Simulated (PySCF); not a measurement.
Static response to an electric field

Compound: C₆H₈NP.
Geometry (GFN2-xTB, Å), atoms numbered from 1 in this order:
```xyz
16
C6H8NP angstrom
C      2.3965   -0.6604    0.4707
C      1.1526    0.0823    0.0776
C      1.2581    1.3820   -0.3943
P     -0.0896    2.3538   -0.8795
C     -1.3573    1.2147   -0.5774
C     -1.1544   -0.0657   -0.0851
C     -2.3358   -0.9650    0.1357
N      0.0218   -0.5921    0.2208
H      3.0746   -0.7392   -0.3775
H      2.9147   -0.1334    1.2702
H      2.1293   -1.6562    0.8110
H      2.2449    1.8219   -0.4652
H     -2.3725    1.5268   -0.7882
H     -1.9939   -1.9209    0.5207
H     -3.0257   -0.5158    0.8481
H     -2.8710   -1.1239   -0.7991
```

Level: B3LYP/def2-SVPD (PySCF), static field, nuclei fixed, core orbitals frozen in the response. The polarisability tensor in these axes (au):

```
x   121.97   1.89   4.58
y     1.89 111.17 -16.56
z     4.58 -16.56  72.49
```

Problem. What are the eigenvalues, a third of the trace, and Δα (Δα² = ½Σ(αi − αj)² over the three pairs)?

Solution. Principal values 65.93, 117.28 and 122.42 au; mean 101.88 au = 15.10 Å³ = 16.80 × 10⁻⁴⁰ C²·m²/J; Δα = 54.11 au (53 % of the mean).

Problem. What is the dipole moment?

Solution. 0.10 D at this geometry.

Problem. Form Σ f/ω² (atomic units) for the 8 lowest TDDFT singlets, given as eV and f, and set it beside the mean polarisability, which is this sum over all singlets: 3.95, 0.0061; 4.61, 0.0000; 4.62, 0.0361; 5.06, 0.0104; 5.39, 0.0269; 5.79, 0.0000; 6.11, 0.1499; 6.11, 0.0760.

Solution. They add up to 7.01 au, 6.9 % of the 101.88 au; the largest single term is 2.98 au, from the state at 6.11 eV. Terms in order: 0.29, 0.00, 1.25, 0.30, 0.69, 0.00, 2.98, 1.51 au. Higher excitations give the rest. The strengths listed sum to 0.306.

Problem. Molar refractivity from α?

Solution. Lorentz–Lorenz: R = (4π/3)N_A α = 2.5225 cm³/(mol·Å³) × 15.10 Å³ = 38.1 cm³/mol, in the limit of long wavelengths.

Problem. Refractivity n − 1 of an ideal gas of it at 273.15 K and 1 atm, from the electronic α?

Solution. N = p/kT = 2.6868 × 10¹⁹ cm⁻³, so n − 1 = 2π × N × 15.10 × 10⁻²⁴ cm³ = 2549 × 10⁻⁶ at long wavelengths.

Problem. Give the principal axes and the span of the nuclei along them.

Solution. Largest value along (1.00, 0.06, 0.07), where the nuclei span 5.97 Å; middle along (-0.04, 0.94, -0.35), 4.42 Å; least along (-0.09, 0.35, 0.93), 1.77 Å. The response follows the extents in order.

Geometry: GFN2-xTB; no solvent, vibrations or thermal averaging.
